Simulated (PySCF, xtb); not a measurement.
C2H6NO, SMILES CC(N)=[OH+], charge +1. One conformer was computed; it need not be the lowest.

Harmonic wavenumbers (cm⁻¹) from GFN2-xTB (xtb 6.7.1) at its own minimum, in rising order: 78, 411, 481, 508, 556, 652, 733, 913, 976, 1001, 1030, 1110, 1358, 1375, 1409, 1418, 1456, 1629, 2993, 3013, 3077, 3370, 3396, 3443.

Task: What does PBE-D3(BJ)/def2-SVP (PySCF) give at its own minimum? (Estimate from the structure and the level; the computed values follow.)

Result: 105, 423, 515, 516, 529, 658, 737, 882, 975, 1011, 1056, 1169, 1325, 1384, 1387, 1494, 1521, 1712, 2981, 3064, 3118, 3448, 3579, 3651. Paired by order, the mean absolute difference is 46 cm⁻¹ and the zero-point energies are 52.0 and 53.2 kcal/mol.
